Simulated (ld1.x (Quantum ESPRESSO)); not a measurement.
**Configuration tests for B (Z = 5) (PAW)**

ld1.x (Quantum ESPRESSO) 7.5 input, shortened:

```
&input
   title='B', zed=5., rel=1, dft='PBE', iswitch=3,
   config='[He] 2s2 2p1 3d-2'
 /
 &inputp
   pseudotype=3, lpaw=.true., tm=.true., lloc=-2, rcloc=3.65,
   nlcc=.true., new_core_ps=.true., rcore=1.20,
   which_augfun='PSQ', rmatch_augfun=1.30
 /
6
2S  1  0   2.00   0.00  1.45  1.80  0.0
2S  1  0   0.00   2.10  1.45  1.80  0.0
2P  2  1   1.00   0.00  3.30  4.00  0.0
2P  2  1   0.00   0.80  3.30  4.00  0.0
3D  3  2  -2.00  -0.05  3.05  4.05  0.0
3D  3  2  -2.00   1.10  3.05  4.05  0.0
 &test
   configts(1)='2s2 2p1'
 /
```

Energies are relative to the spin-unpolarised reference configuration 2s2 2p1; without spin polarisation the order of configurations can differ from experiment.

| valence configuration | charge | ΔE all-electron (eV) | error AE − PS (meV) |
| --- | --- | --- | --- |
| 2s2 2p0 | +1 | 8.220 | -0.1 |
| 2s1 2p0 | +2 | 33.642 | -4.1 |
| 2s2 2p0.5 | +0.5 | 2.887 | -0.1 |
| 2s2 2p1.3 | -0.3 | -0.738 | -0.2 |
| 2s1 2p2 | 0 | 5.851 | -0.8 |

Q: What are ΔE and the potential's error for 2s0 2p3?

A: ΔE = 11.721 eV all-electron; the error (AE − PS) is -4.2 meV.

Q: What are ΔE and the potential's error for 2s1 2p1?

A: ΔE = 14.361 eV all-electron; the error (AE − PS) is -6.1 meV.
